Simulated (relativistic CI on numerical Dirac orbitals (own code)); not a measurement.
## Slater and spin-orbit integrals, As XIII

These numbers are calculated, not measured: Dirac-Coulomb-Breit CI, separate exchange-only KLI orbitals for each configuration, QED by a radiative potential, unscaled Slater integrals (own radial code, finite nucleus).

Slater integrals F^k, G^k are unscaled and averaged over j, outside the closed core [Ne]; ζ comes from projecting the Hamiltonian with its Breit term on Σ l·s of the shell.

- 3s2 3p6 3d3: F^2(3d,3d) = 190310, F^4(3d,3d) = 121670, ζ(3d) = 3275.5 cm⁻¹; <r>(3d) = 0.524, <r^2>(3d) = 0.324 (bohr units).
- 3s2 3p5 3d4: ζ(3p) = 32947, F^2(3d,3d) = 189730, F^4(3d,3d) = 121290, F^2(3p,3d) = 178300, G^1(3p,3d) = 206580, G^3(3p,3d) = 132550, ζ(3d) = 3195.4 cm⁻¹; <r>(3p) = 0.5527, <r^2>(3p) = 0.3532, <r>(3d) = 0.5255, <r^2>(3d) = 0.3259 (bohr units).
- 3s 3p6 3d4: F^2(3d,3d) = 189490, F^4(3d,3d) = 121130, G^2(3s,3d) = 158030, ζ(3d) = 3256 cm⁻¹; <r>(3s) = 0.5531, <r^2>(3s) = 0.3489, <r>(3d) = 0.526, <r^2>(3d) = 0.3266 (bohr units).

Task: Give the Racah parameters of the d shell in 3s2 3p6 3d3.

Result: B = F²/49 − 5F⁴/441 = 2504 cm⁻¹ and C = 35F⁴/441 = 9657 cm⁻¹.

Averages of the first 10 configurations, taken without configuration mixing, which lowers the lowest level and can move excited configurations by several eV; other configurations of the list can lie among them:

```csv
Configuration,Parity,States,Average energy above the lowest level (eV)
3s2 3p6 3d3,even,120,7.1
3s2 3p5 3d4,odd,1260,102.7
3s 3p6 3d4,even,420,170.0
3s2 3p6 3d2 4s,even,90,149.7
3s2 3p6 3d2 4p,odd,270,170.4
3s2 3p6 3d2 4d,even,450,202.1
3s2 3p6 3d2 4f,odd,630,229.3
3s2 3p6 3d 4s 4p,odd,120,324.2
3s2 3p5 3d3 4s,odd,1440,242.9
3s2 3p6 3d2 5s,even,90,247.7
```
